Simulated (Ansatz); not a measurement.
C2H9F2NSi2, singlet, at a GFN2-xTB geometry, atoms displaced at random by about 0.08 Å a coordinate; HF/STO-3G, gradient (Ansatz, a program for electronic structure).

Here is a job for Ansatz.
Ansatz 0.2 input:
```yaml
crystal:
  periodic: [false, false, false]
  atoms:
    - {symbol: Si, position_ang: [1.36208433, 0.94205083, 0.18811373]}
    - {symbol: F, position_ang: [2.48237757, 1.09810356, -0.67443325]}
    - {symbol: F, position_ang: [1.98553765, 0.18544331, 1.50065025]}
    - {symbol: Si, position_ang: [-0.16682822, -0.64550882, -0.92082912]}
    - {symbol: N, position_ang: [-1.64305051, -0.60140313, -0.19316837]}
    - {symbol: C, position_ang: [-2.97218721, -1.16763897, -0.78020736]}
    - {symbol: C, position_ang: [-1.77453195, -0.45161603, 1.43538773]}
    - {symbol: H, position_ang: [0.72445250, 2.24297290, 0.86721901]}
    - {symbol: H, position_ang: [-0.40434068, -0.18201731, -2.18406045]}
    - {symbol: H, position_ang: [0.24937101, -1.86854287, -0.89149400]}
    - {symbol: H, position_ang: [-2.62815245, -0.88885003, -1.77313081]}
    - {symbol: H, position_ang: [-3.77337411, -0.54509345, -0.44382523]}
    - {symbol: H, position_ang: [-3.11425046, -2.03058022, -0.47657629]}
    - {symbol: H, position_ang: [-0.81305912, -0.02651414, 1.73898739]}
    - {symbol: H, position_ang: [-2.77882786, 0.03285472, 1.65391973]}
    - {symbol: H, position_ang: [-2.08068993, -1.47585187, 1.88581266]}
basis:
  gaussian:
    orbitals: STO-3G
hamiltonian:
  xc: hf
output: {forces: true}
```

What does Ansatz print? Leave out banner, timings and long lists.


```
Functional definition: HF
673 factors; integrals over basis functions are off by at most 3.8e-5 eV
mean field evaluation 1: about -24512.4475 eV, gradient 2.9e1 eV
mean field evaluation 2: about -24512.7135 eV, gradient 2.9e1 eV
mean field evaluation 4: about -24516.2132 eV, gradient 2.2e0 eV
mean field evaluation 8: about -24516.2369 eV, gradient 8.6e-5 eV
mean field -24516.23692848 eV, -900.9550894194 hartree, gradient 1.9e-5 eV, S^2 0.000000; 0 other end points of the search recorded, 0 dependent functions left out
the calculation of the forces begins
reference -24516.23692848 eV, -900.9550894194 hartree; 37, 37 occupied and 15, 15 virtual orbitals, 673 factors
Total energy: -24516.23692848 eV, -900.9550894194 hartree
Atom 0 at     1.362084     0.942051     0.188114 Å, force   -11.955064    -1.991698     8.690145 eV/Å
Atom 1 at     2.482378     1.098104    -0.674433 Å, force     9.403964     2.211379    -7.283454 eV/Å
Atom 2 at     1.985538     0.185443     1.500650 Å, force    -0.269508     0.276938    -0.535904 eV/Å
Atom 3 at    -0.166828    -0.645509    -0.920829 Å, force     2.374027     5.958075     1.720412 eV/Å
Atom 4 at    -1.643051    -0.601403    -0.193168 Å, force    -6.676223     0.292598     7.872751 eV/Å
Atom 5 at    -2.972187    -1.167639    -0.780207 Å, force     7.202367    13.282512    -2.237683 eV/Å
Atom 6 at    -1.774532    -0.451616     1.435388 Å, force    -3.105323    -3.455079    -4.836615 eV/Å
Atom 7 at     0.724453     2.242973     0.867219 Å, force     1.491944    -2.596677    -2.146832 eV/Å
Atom 8 at    -0.404341    -0.182017    -2.184060 Å, force     0.043187     0.223723    -2.126501 eV/Å
Atom 9 at     0.249371    -1.868543    -0.891494 Å, force     2.389756    -4.731325    -0.395997 eV/Å
Atom 10 at    -2.628152    -0.888850    -1.773131 Å, force    -2.288970    -1.758250    -1.045838 eV/Å
Atom 11 at    -3.773374    -0.545093    -0.443825 Å, force    -0.763670     0.609090    -0.094455 eV/Å
Atom 12 at    -3.114250    -2.030580    -0.476576 Å, force    -1.711662   -11.236361     2.411804 eV/Å
Atom 13 at    -0.813059    -0.026514     1.738987 Å, force    -0.957206     0.097457     1.144636 eV/Å
Atom 14 at    -2.778828     0.032855     1.653920 Å, force     2.515447     1.051895    -0.318493 eV/Å
Atom 15 at    -2.080690    -1.475852     1.885813 Å, force     2.306933     1.765723    -0.817976 eV/Å
Dipole moment:    -0.172074     0.057028    -0.173201 e Å
```
